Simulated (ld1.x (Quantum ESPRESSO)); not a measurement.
# In (Z = 49), PAW: configuration errors across variants

ld1.x (Quantum ESPRESSO) 7.5 input, shortened:

```
&input
   title='In', zed=49., rel=1, dft='PBE', iswitch=3,
   config='[Kr] 4d10 5s1 5p2'
 /
 &inputp
   pseudotype=3, lpaw=.true., tm=.true., lloc=-1, rcloc=1.35,
   nlcc=.true., new_core_ps=.true., rcore=1.75,
   which_augfun='BESSEL', rmatch_augfun=1.05
 /
6
5S  1  0   1.00   0.00  1.70  2.20  0.0
5S  1  0   0.00  -0.25  1.70  2.20  0.0
5P  2  1   2.00   0.00  2.20  2.45  0.0
5P  2  1   0.00   1.70  2.20  2.45  0.0
4D  3  2  10.00   0.00  1.20  1.70  0.0
4D  3  2   0.00   1.65  1.20  1.70  0.0
 &test
   configts(1)='4d10 5s1 5p2'
 /
```

All-electron excitation energies from the reference (eV): (1) 4d10 5s2 5p1 -5.841; (2) 4d10 5s2 5p0 -0.478; (3) 4d10 5s1 5p0 18.757; (4) 4d10 5s1 5p1 6.115; (5) 4d10 5s0 5p0 47.077.

The overlap operator is not positive definite (basis up to 400 Ry) in “base”, “all radii but the core radius scaled by about 0.95 (s 2.10, p 2.34, d 1.62 bohr, rcut 1.62/2.10/1.16); local potential all-electron potential smoothed inside 1.30 bohr (lloc = -1); augmentation BESSEL, radius 1.00 bohr”, “all radii but the core radius scaled by about 1.10 (s 2.42, p 2.68, d 1.86 bohr, rcut 1.86/2.42/1.32); local potential all-electron potential smoothed inside 1.48 bohr (lloc = -1); augmentation BESSEL, radius 1.16 bohr”. Such files are unfit for use, however small their errors in these radial tests.

1 further variants failed, have other tests or too few solved ones, and are left out.

A true bound ghost makes a file unfit for plane-wave use even where its test errors are small: the radial tests pick states by their node count and pass the ghost by.

Errors AE − PS in meV (a dash: test not solved or not reliable):

| change | (1) | (2) | (3) | (4) | (5) | bound ghosts |
| --- | --- | --- | --- | --- | --- | --- |
| base | +3.7 | -0.9 | +12 | +0.7 | +98 | s (d not tested, overlap not positive) |
| all radii but the core radius scaled by about 0.95 (s 2.10, p 2.34, d 1.62 bohr, rcut 1.62/2.10/1.16); local potential all-electron potential smoothed inside 1.30 bohr (lloc = -1); augmentation BESSEL, radius 1.00 bohr | +3.6 | -0.9 | +30 | +1.4 | +200 | s, p (d not tested, overlap not positive) |
| all radii but the core radius scaled by about 1.10 (s 2.42, p 2.68, d 1.86 bohr, rcut 1.86/2.42/1.32); local potential all-electron potential smoothed inside 1.48 bohr (lloc = -1); augmentation BESSEL, radius 1.16 bohr | +3.0 | -0.9 | +5.0 | -0.3 | +66 | s (d not tested, overlap not positive) |
| all radii but the core radius scaled by about 1.22 (s 2.68, p 3.00, d 2.08 bohr, rcut 2.08/2.68/1.46); local potential all-electron potential smoothed inside 1.64 bohr (lloc = -1); augmentation BESSEL, radius 1.28 bohr | -3.6 | -4.5 | -6.6 | -1.4 | -20 | s |
| all radii but the core radius scaled by about 1.27 (s 2.78, p 3.10, d 2.16 bohr, rcut 2.16/2.78/1.52); local potential all-electron potential smoothed inside 1.72 bohr (lloc = -1); augmentation BESSEL, radius 1.34 bohr | -6.6 | -7.0 | -7.6 | -1.5 | -20 | s |
| all radii but the core radius scaled by about 1.37 (s 3.02, p 3.36, d 2.34 bohr, rcut 2.34/3.02/1.64); local potential all-electron potential smoothed inside 1.86 bohr (lloc = -1); augmentation BESSEL, radius 1.44 bohr | -17 | -16 | -9.2 | -1.3 | -21 | s |

Problem. Give the same row for: all radii but the core radius scaled by about 0.86 (s 1.88, p 2.10, d 1.46 bohr, rcut 1.46/1.88/1.02); local potential all-electron potential smoothed inside 1.16 bohr (lloc = -1); augmentation BESSEL, radius 0.90 bohr.

Solution. –, –, –, –, –; bound ghosts: s, p.
